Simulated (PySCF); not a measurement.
H2O2Sc, neutral, multiplicity 2. Atoms are numbered in the order given.

```xyz
5

Sc     0.0000     0.0000     0.4380
O      0.0000    -1.6443    -0.4276
H      0.0000    -2.2508    -1.1776
O      0.0000     1.6443    -0.4276
H      0.0000     2.2508    -1.1776
```
Charge 0, spin multiplicity 2.

Coordinates come from a PBE-D3(BJ)/def2-TZVP optimisation. The values are those of a single conformer.

Method: PBE-D3(BJ)/def2-TZVP (PySCF 2.14.0).

Frequencies are harmonic and unscaled.

Computed vibrational spectrum:
```
mode  ν (cm⁻¹)  IR (km/mol)  moving atoms (share of kinetic energy)
----  --------  -----------  --------------------------------------
1          124          0.1                 O 53 %, Sc 25 %, H 22 %
2          311        165.6                          H 87 %, O 13 %
3          326        250.8                          H 80 %, O 18 %
4          337          0.0                          H 89 %, O 11 %
5          365         79.8                          H 74 %, O 25 %
6          688         81.5                         O 76 %, Sc 17 %
7          724        173.1                         O 58 %, Sc 36 %
8         3830        171.1                                  H 94 %
9         3832        173.9                                  H 94 %
```
